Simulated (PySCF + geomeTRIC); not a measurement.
Species: C$_{3}$H$_{5}$O, SMILES `[O]C1CC1` (charge 0, multiplicity 2).

Problem. Give a relaxed geometry from TPSSh-D3(BJ)/def2-TZVP in PySCF + geomeTRIC.

Solution. the end point of this relaxation (outside a Z-matrix the atoms follow the SMILES, hydrogens last).
Z-matrix (Å, degrees):
```
C
H 1 1.0808
H 1 1.0829 2 116.68
C 1 1.4571 2 119.12 3 155.80
H 4 1.0808 1 119.07 2 -0.06
H 4 1.0829 5 116.68 1 155.70
C 4 1.5866 5 112.72 6 133.95
O 7 1.2823 4 117.73 5 6.45
H 7 1.0945 8 120.85 1 -148.69
```
